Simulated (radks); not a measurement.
Neutral calcium, 20 electrons, occupied as [Ar] 4s1 3d1 (not the ground configuration). Method: scalar-relativistic Kohn-Sham, r2SCAN, spin-polarised, spherical densities, finite nucleus; open shells are filled with parallel spins first; meta-GGA in the generalised Kohn-Sham scheme; Fermi nuclear charge, rms radius 3.4776 fm; computed with a radial shooting solver on a logarithmic mesh with Libxc functionals.

Normalised radial functions P(r) = r R(r), r in bohr:

```
   r/bohr * 3p down, o 4s up, + 3d up (the largest magnitude, 0.918, reaches the edge; | marks zero, & curves that meet)
 0.004998                             &o
 0.006561                             &o
 0.008611                             &o
  0.01139                             &o
  0.01496                             &o
  0.01963                             +*o
  0.02597                             +*o
  0.03409                             + &
  0.04475                             + o*
  0.05921                             + o  *
  0.07772                             +o     *
    0.102                             &        *
    0.135                           o |+          *
   0.1772                          o  |+            *
   0.2325                         o   | +          *
   0.3077                          o  |   +    *
   0.4039                            o|*    +
   0.5301                    *        | o      +
   0.7014         *                   |     o    +
   0.9206  *                          |      o      +
    1.208  *                          |   o          +
    1.586        *                  o |              +
    2.099                *   o        |             +
    2.755               o       *     |            +
    3.616             o             * |          +
    4.784                o            *        +
     6.28                     o       *      +
    8.243                         o   *   +
    10.91                            o* +
    14.32                             &+
```

3p down: eigenvalue -26.289 eV, 1 radial node at r = 0.420 bohr, <r> = 1.28 bohr, 90 % of the charge inside 1.98 bohr. 4s up: eigenvalue -3.850 eV, 3 radial nodes at r = 0.101, 0.439, 1.45 bohr, <r> = 4.19 bohr, 90 % of the charge inside 6.25 bohr. 3d up: eigenvalue -0.817 eV, 0 radial nodes, <r> = 3.37 bohr, 90 % of the charge inside 6.49 bohr.
